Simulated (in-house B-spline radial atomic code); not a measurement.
Configurations of Te, with energies counted from [Kr] 4d10 5s2 5p4. Computed with an all-electron radial atomic-structure program (B-spline basis): scalar-relativistic (X2C) CAM-B3LYP, spin-polarised, spherical fractional occupations, exact exchange averaged over the configuration, Fermi nucleus of rms radius 4.7423 fm. Shells without spins written out take the highest spin.

Occupations are held fixed; configurations that lie above the ionisation limit could autoionise.

```csv
configuration,E - E(ref) (eV),highest orbital,its <r> (bohr)
[Kr] 4d10 5s2 5p3 5d1,6.8776,5d up,6.67
[Kr] 4d10 5s2 5p3 5f1,8.3488,5f up,29.66
[Kr] 4d9 5s2 5p4 5f1,48.18,5f up,29.59
[Ar] 3d9 4s2 4p6 4d10 5s2 5p4 6s1,578.55,6s up,6.051
```

(1) Order these further configurations by energy, lowest first.
A. [Kr] 4d10 5s1 5p4 6p1
B. [Kr] 4d10 5s2 5p3 6s1
C. [Ar] 3d9 4s2 4p6 4d10 5s2 5p5
D. [Kr] 4d10 4f1 5s2 5p3
E. [Kr] 4d10 5s1 5p4 5d1

## Answers

(1) B (5.4992 eV), D (8.0563 eV), A (16.373 eV), E (16.508 eV), C (571.58 eV).
